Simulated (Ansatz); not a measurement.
Consider the formal exchange of groups at a Te–C bond: `CC([SiH3])[TeH]` + CH₃NH₂ → `NC[TeH]` + `CC[SiH3]`.

Calculated with Ansatz (gas phase, PBE0-D4/def2-TZVP geometries, no zero-point term in ΔE). CCSD(T)/CBS adds triple-zeta CCSD(T) − MP2 to the extrapolated MP2 energy (def2 sets, frozen cores). DFT in def2-TZVPP. def2 core potentials past Kr. For Te outer-core shells are correlated without core-valence functions, which leaves a few kJ/mol of doubt a bond. One conformer a species, not always the lowest.

| level | ΔE (kcal/mol) | difference from CCSD(T)/CBS |
| --- | --- | --- |
| r2SCAN-D4 | 0.6 | -1.8 |
| PBE0-D4 | 1.0 | -1.4 |
| ωB97M-V | 1.0 | -1.4 |
| B2PLYP | 0.5 | -1.9 |
| MP2/def2-TZVPP | 3.0 | 0.6 |
| SCS-MP2/def2-TZVPP | 2.3 | -0.1 |
| CCSD(T)/def2-TZVPP | 2.0 | -0.4 |
| HF/def2-QZVPP | -0.5 | -2.9 |
| HF/CBS(def2) | -0.5 | -2.9 |
| MP2/CBS(def2) | 3.4 | 1.0 |
| CCSD(T)/CBS | 2.4 | 0 |

Largest T1 diagnostic among the species: 0.011.

The D4 term adds +1.8 kcal/mol with B3LYP and +1.0 kcal/mol with PBE0; it sums over pairs of atoms, weighted by their polarisabilities, and B3LYP, whose exchange is more repulsive, gets the larger term. In def2-TZVPP, CCSD(T) changes the Hartree–Fock value by +2.5 kcal/mol (the triples alone add +0.4 kcal/mol) and MP2 by +3.5 kcal/mol.

B3LYP here is the variant with VWN-RPA as its local correlation; programs differ in this.
